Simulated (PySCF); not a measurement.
C₆ coefficients of unlike pairs at PBE0

Calculated with PySCF 2.14 from the dipole response of each species, C₆(A,B) = (3/π) ∫ α_A(iu) α_B(iu) du, in atomic units, from isotropic polarisabilities. For ions this is the dispersion term alone; charge-induced terms of lower order in 1/R come first.

```tsv
species	configuration	basis	relativity	α (bohr³)	C₆ (like pair)
Si	[Ne] 3s2 3p2 (3P)	aug-cc-pCVTZ-DK (8s7p5d3f)	spin-free X2C	39.69	326.1
Fe³⁺	[Ar] 3d5 (6S)	aug-cc-pVTZ-DK (8s7p5d3f2g)	spin-free X2C	1.867	4.558
Pt	[Xe] 4f14 5d9 6s1 (3D)	aug-cc-pVDZ-PP with ECP60MDF (5s5p4d2f)	core potential	38.56	338.5
Pd	[Kr] 4d10 (1S)	aug-cc-pVTZ-PP with ECP28MDF (6s6p5d3f2g)	core potential	23.79	157.0
```

Task: Estimate C₆ for Pt with Si.

Result: The integral gives 326.3. The combination rule 2 C_A C_B / (C_A α_B/α_A + C_B α_A/α_B) gives 331.9 and the geometric mean 332.2.

No spin-orbit coupling is included.

The other pairs:

```tsv
pair	C₆
Fe³⁺, Si	27.09
Pd, Fe³⁺	23.42
Pt, Fe³⁺	32.10
Pd, Si	215.9
Pd, Pt	228.7
```
